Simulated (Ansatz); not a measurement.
Species: CH₉N₂Si₂, charge -1, multiplicity 1. It need not be the lowest isomer of its formula. Whether it binds its extra electron was not tested at this geometry. 
Structure (B3LYP-D3(BJ)/def2-TZVP (Ansatz, a first-principles code) minimum search):
```
N
H 1 1.0117
Si 1 1.6991 2 118.28
N 3 1.7533 1 118.70 2 -103.80
H 4 1.0135 3 113.87 1 54.43
H 4 1.0137 5 107.03 3 124.62
H 3 1.4875 1 112.86 2 135.71
Si 1 1.7885 2 112.19 3 -162.29
C 8 1.7573 1 113.24 2 31.79
H 9 1.0878 8 118.96 1 -144.08
H 9 1.0888 10 113.90 8 155.20
H 3 1.4940 7 108.45 4 -111.27
H 8 1.5061 9 110.42 10 -20.73
H 8 1.5366 13 101.45 9 -135.15
```
Charge -1, spin multiplicity 1.

Basis-set convergence of Hartree-Fock and CCSD(T) correlation energies (hartree) with Ansatz. Correlated levels leave the core frozen unless marked. No spin-orbit coupling. No relativistic terms.

```csv
basis,functions,E(HF),"E(corr, CCSD(T))"
aug-cc-pV(D+d)Z,214,-729.94285,-0.84136
aug-cc-pV(T+d)Z,455,?,?
```

Problem. What belongs in the gaps?

Solution. 
- aug-cc-pV(T+d)Z, E(HF): -730.01440
- aug-cc-pV(T+d)Z, E(corr, CCSD(T)): -0.98658
